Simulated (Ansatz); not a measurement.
Cost and result up the ladder for (H2Ga-mu-H)3 (Ga₃H₉) (12 atoms). Charge 0, multiplicity 1. Geometry: PBE-D4/def2-SVP.

```xyz
12

Ga    0.813    1.598    0.025
H     0.416    2.895   -0.761
H     1.945    1.322    1.074
H    -0.695    1.109    0.705
Ga   -1.113   -0.447    1.323
H    -2.608   -0.605    0.877
H    -0.422   -0.611    2.721
H    -0.147   -1.446    0.299
Ga    0.296   -1.153   -1.343
H     1.521   -2.114   -1.530
H    -1.012   -0.958   -2.184
H     1.006    0.409   -1.205
```

Ansatz on 2 threads of Arm Neoverse V2 on a shared host. Times are rough, and most runs start from the orbitals of an earlier one. PBE0-D4/def2-TZVPD serves as the yardstick here, not as an exact answer. Differences are given only for rows in sets of like size (and for xTB, whose basis is part of the method), since another set adds its own error. Binding counts from free atoms at the same level (Ga doublet, H doublet; other spins of the atoms weren't run), without zero-point energy or a counterpoise term.

Correlated methods freeze 27 core orbitals; core or outer-core shells of Ga are correlated, in sets that lack core-valence functions. The rows differ in basis, and correlated rows in double-zeta sets carry the largest basis error.

Correlated methods converge slowly with the basis, most of all in double-zeta sets.

```csv
level,functions,wall time
PBE-D4/def2-SVP,141,2.4 s
revPBE-D4/def2-TZVP,198,3.5 s
PBE-D4/def2-TZVP,198,3.5 s
HF/def2-TZVP,198,3.6 s
BLYP-D4/def2-TZVP,198,3.8 s
MP2/def2-TZVP,198,4.4 s
PBE-D4/def2-TZVPD,243,6 s
PBE0-D4/def2-TZVP,198,6 s
r2SCAN-D4/def2-TZVP (with forces),198,8.5 s
r2SCANh-D4/def2-TZVP,198,8.5 s
PBE0-D4/def2-TZVPD,243,9 s
r2SCAN-D4/def2-TZVPD,243,12 s
B97M-V/def2-TZVP,198,15 s
CCSD(T)/def2-SVP,141,33 s
```

(1) Estimate what each level gives for the binding energy per atom (eV).

Results:

(1) 
```json
{"level": "PBE-D4/def2-SVP", "binding energy per atom (eV)": "2.26", "difference from PBE0-D4/def2-TZVPD (eV)": "–"}
{"level": "revPBE-D4/def2-TZVP", "binding energy per atom (eV)": "2.22", "difference from PBE0-D4/def2-TZVPD (eV)": "-0.05"}
{"level": "PBE-D4/def2-TZVP", "binding energy per atom (eV)": "2.25", "difference from PBE0-D4/def2-TZVPD (eV)": "-0.02"}
{"level": "HF/def2-TZVP", "binding energy per atom (eV)": "1.74", "difference from PBE0-D4/def2-TZVPD (eV)": "-0.54"}
{"level": "BLYP-D4/def2-TZVP", "binding energy per atom (eV)": "2.25", "difference from PBE0-D4/def2-TZVPD (eV)": "-0.02"}
{"level": "MP2/def2-TZVP", "binding energy per atom (eV)": "2.19", "difference from PBE0-D4/def2-TZVPD (eV)": "-0.08"}
{"level": "PBE-D4/def2-TZVPD", "binding energy per atom (eV)": "2.26", "difference from PBE0-D4/def2-TZVPD (eV)": "-0.02"}
{"level": "PBE0-D4/def2-TZVP", "binding energy per atom (eV)": "2.27", "difference from PBE0-D4/def2-TZVPD (eV)": "0.00"}
{"level": "r2SCAN-D4/def2-TZVP (with forces)", "binding energy per atom (eV)": "2.34", "difference from PBE0-D4/def2-TZVPD (eV)": "0.07"}
{"level": "r2SCANh-D4/def2-TZVP", "binding energy per atom (eV)": "2.33", "difference from PBE0-D4/def2-TZVPD (eV)": "0.06"}
{"level": "PBE0-D4/def2-TZVPD", "binding energy per atom (eV)": "2.27", "difference from PBE0-D4/def2-TZVPD (eV)": "0.00"}
{"level": "r2SCAN-D4/def2-TZVPD", "binding energy per atom (eV)": "2.34", "difference from PBE0-D4/def2-TZVPD (eV)": "0.07"}
{"level": "B97M-V/def2-TZVP", "binding energy per atom (eV)": "2.38", "difference from PBE0-D4/def2-TZVPD (eV)": "0.11"}
{"level": "CCSD(T)/def2-SVP", "binding energy per atom (eV)": "2.22", "difference from PBE0-D4/def2-TZVPD (eV)": "–"}
```
